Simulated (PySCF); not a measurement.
C2H6GeO3, SMILES C[C](=O)[GeH]([OH])[OH].

Coordinates come from a PBE0-D3(BJ)/def2-SVP optimisation. This is a generated structure with no PubChem entry under its InChIKey; it may be hypothetical. One conformer was computed; it need not be the lowest.

Two levels are set side by side: TDDFT-PBE/def2-SVPD (PySCF) and TDDFT-PBE0/def2-SVPD (PySCF). Vertical, same geometry. The lowest singlet is HOMO→LUMO 100 % with PBE and HOMO→LUMO 97 % with the other functional; states are paired by order. Differences are taken from unrounded values.

| quantity | TDDFT-PBE |
|---|---|
| lowest singlet excitation (eV) | 3.36 |
| lowest triplet excitation (TDA) (eV) | 2.75 |
| first bright state (f over 0.05) (eV) | 5.91 |
| its oscillator strength | 0.07 |

These are the TDDFT-PBE values. What does TDDFT-PBE0 give? (The exact figures need the calculation; the answer reports its results.)


```
quantity                               TDDFT-PBE0  TDDFT-PBE minus TDDFT-PBE0
-------------------------------------  ----------  --------------------------
lowest singlet excitation (eV)               3.55                       -0.19
lowest triplet excitation (TDA) (eV)         2.88                       -0.13
first bright state (f over 0.05) (eV)        7.10                       -1.19
its oscillator strength                      0.19                       -0.12
```

A lower first singlet is the usual sign of a functional without exact exchange. Differences between two approximate levels are no errors against the true value.

Rough cost on one machine, each run with all the roots and properties that it gave: TDDFT-PBE0 against TDDFT-PBE about 4 times.
